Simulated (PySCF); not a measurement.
**Deuteron quadrupole couplings in `C#CCC(=C)[SiH3]`**

C₅H₈Si.
Atom-mapped SMILES: `[CH:1]#[C:2][CH2:3][C:4](=[CH2:5])[SiH3:6]` (hydrogens: H7 on C1; H8, H9 on C3; H10, H11 on C5; H12, H13, H14 on Si6)

Structure used (PBE0-D3(BJ)/def2-SVP), in Å, numbered top down from 1:
```xyz
14
C5H8Si angstrom
C      2.2478   -1.7377    0.1818
C      1.6842   -0.6792    0.3491
C      0.9757    0.5815    0.5451
C     -0.3682    0.6374   -0.1542
C     -0.6951    1.6783   -0.9304
Si    -1.5881   -0.7753    0.1070
H      2.7505   -2.6746    0.0311
H      0.8220    0.7259    1.6308
H      1.6117    1.4193    0.2102
H     -1.6712    1.7521   -1.4193
H      0.0044    2.5045   -1.1094
H     -1.1485   -2.0240   -0.5830
H     -1.7192   -1.0694    1.5683
H     -2.9152   -0.3558   -0.4362
```

Level: PBE0/pcSseg-1 (PySCF, non-relativistic); Q(2H) = 0.00286 b; rigid geometry, the same for H and D, with no vibrational averaging.

Problem. Rank these positions by the coupling χzz of a deuteron there, largest first.
A. H8 (methylene hydrogen)
B. H10 (vinylic hydrogen)
C. H14 (Si–H hydrogen)
D. H7 (alkyne hydrogen)

Solution. D (231 kHz), B (203 kHz), A (187 kHz), C (94 kHz).

Problem. Give the electric field gradient Vzz (the principal value of largest size), its asymmetry and the 2H coupling at each hydrogen.

Solution. 
| atom | bonded to | bond length (Å) | Vzz (au) | η | χzz (kHz) |
| --- | --- | --- | --- | --- | --- |
| H7 | C1 | 1.074 | 0.3441 | 0.01 | 231 |
| H8 | C3 | 1.106 | 0.2777 | 0.01 | 187 |
| H9 | C3 | 1.104 | 0.2808 | 0.04 | 189 |
| H10 | C5 | 1.094 | 0.3020 | 0.06 | 203 |
| H11 | C5 | 1.097 | 0.2984 | 0.06 | 201 |
| H12 | Si6 | 1.493 | 0.1418 | 0.01 | 95 |
| H13 | Si6 | 1.496 | 0.1394 | 0.03 | 94 |
| H14 | Si6 | 1.494 | 0.1403 | 0.03 | 94 |

Problem. Average by the element that carries the hydrogen.

Solution. on C: 202 kHz over 5 positions, mean bond length 1.095 Å; on Si: 94 kHz over 3 positions, mean bond length 1.494 Å.

Problem. How does χzz go with the bond length over the 5 C–H bonds?

Solution. A straight-line fit has a slope of -14.0 kHz for each 0.01 Å, with a correlation coefficient of -1.00, over lengths from 1.074 to 1.106 Å. The longer bonds have the smaller couplings here.

Problem. A static deuteron (I = 1) shows a doublet split by (3/2)χ, (3/4)χ(1 + η) and (3/4)χ(1 − η) with the field along z, y and x of the gradient. What are these for H14?

Solution. With |χ| = 94.3 kHz and η = 0.033: 141, 73 and 68 kHz, to first order and without motion.

One conformer (not necessarily the lowest) at the PBE0-D3(BJ)/def2-SVP geometry, without solvent, vibrations or thermal averaging. The basis is small and wasn't made for field gradients, so the couplings can be 20 % off.

The run behind these numbers computed NMR shieldings as well. The run took 13 s wall on an Arm Neoverse V1 with one thread, shared host, and the process peaked at 0.86 GiB of memory.
